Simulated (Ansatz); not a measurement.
Al₄Te₄H₄⁺, that is (HAlTe)4 cubane with one electron fewer, relaxed as a doublet with UKS PBE-D4/def2-SVP in Ansatz, starting from the PBE-D4/def2-SVP geometry of the neutral singlet. Force threshold 0.03 eV/Å.

In the def2 sets Te takes a core potential; there is no spin–orbit coupling. The relaxation made no stability test and no search for a lower SCF solution.

Start:

```xyz
12

Al   -0.945   -0.632    1.709
H    -1.678   -1.122    3.035
Te   -0.674   -2.456   -0.256
Al    1.677   -1.140   -0.317
H     2.979   -2.024   -0.563
Te    1.587    0.246    1.993
Al    0.540    1.970    0.206
H     0.959    3.498    0.366
Te   -2.092    1.422    0.394
Al   -1.273   -0.198   -1.598
H    -2.260   -0.351   -2.838
Te    1.178    0.789   -2.131
```

(1) Estimate the energy that the relaxation releases and the steps that it takes.

(2) Does the start keep its bonding and symmetry?

(3) Predict the relaxed structure.

Answers

(1) 7.1 kcal/mol, in 18 steps; 1.9 min on 4 threads of Arm Neoverse V2 on a shared host. No frequencies were taken in this run, so the end may be a saddle point.

(2) By distances, no bond broke or formed. The bond that changes most is Al10–Te12, from 2.69 to 2.76 Å (atoms count from 1). Point group Td at the start, C2v at the end, both within 0.05 Å.

(3) 
```xyz
12

Al   -0.8966   -0.6071    1.6605
H    -1.3162   -1.0086    3.1371
Te   -0.8361   -2.5067   -0.2468
Al    1.5969   -1.4797   -0.3538
H     2.8763   -2.3750   -0.6005
Te    1.6981    0.3375    1.6862
Al    0.2600    2.1748    0.2612
H     0.6557    3.6965    0.4242
Te   -2.2480    1.3523    0.4012
Al   -1.2158   -0.1835   -1.5550
H    -1.9223   -0.2033   -2.9756
Te    1.3480    0.8028   -1.8386
```
Bond lengths (bridged metal pairs left out): 12 × Al–Te 2.64 to 2.76 Å; 4 × Al–H 1.58 to 1.59 Å.
